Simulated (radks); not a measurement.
The nuclear charge of the manganese ion Mn+ is varied continuously with 24 electrons held in [Ar] 3d5 4s1. Method: Dirac Kohn-Sham, LDA (Slater exchange, Perdew-Wang correlation), spin-unpolarised, spherical densities, point nucleus; open shells fill j = l - 1/2 first; computed with a radial shooting solver on a logarithmic mesh with Libxc functionals. By the Hellmann-Feynman theorem dE/dZ = E(electron-nucleus)/Z, the electronic potential at the nucleus.

| Z | E (hartree) | E(electron-nucleus)/Z (hartree) | HOMO | e(HOMO) (eV) | <r> HOMO (bohr) |
|---|---|---|---|---|---|
| 24.5 | -1101.44748 | -107.353 | 4s1/2 | -7.810 | 3.053 |
| 24.6 | -1112.21200 | -107.937 | 4s1/2 | -8.625 | 2.994 |
| 24.7 | -1123.03484 | -108.520 | 4s1/2 | -9.468 | 2.938 |
| 24.8 | -1133.91593 | -109.102 | 4s1/2 | -10.338 | 2.884 |
| 24.9 | -1144.85522 | -109.684 | 4s1/2 | -11.235 | 2.832 |
| 25 | -1155.85266 | -110.265 | 4s1/2 | -12.157 | 2.783 |
| 25.1 | -1166.90820 | -110.846 | 4s1/2 | -13.104 | 2.736 |
| 25.2 | -1178.02181 | -111.426 | 4s1/2 | -14.077 | 2.691 |
| 25.3 | -1189.19345 | -112.006 | 4s1/2 | -15.074 | 2.648 |
| 25.4 | -1200.42309 | -112.586 | 4s1/2 | -16.094 | 2.606 |
| 25.5 | -1211.71069 | -113.166 | 4s1/2 | -17.139 | 2.566 |
| 25.6 | -1223.05623 | -113.745 | 4s1/2 | -18.206 | 2.528 |
| 25.7 | -1234.45970 | -114.324 | 4s1/2 | -19.297 | 2.491 |
| 25.8 | -1245.92106 | -114.903 | 4s1/2 | -20.410 | 2.455 |
| 25.9 | -1257.44030 | -115.482 | 4s1/2 | -21.546 | 2.421 |
| 26 | -1269.01741 | -116.060 | 4s1/2 | -22.704 | 2.388 |

The central difference of E at Z = 25 is -110.265 hartree, to compare with the third column; the second derivative is -5.81 hartree.
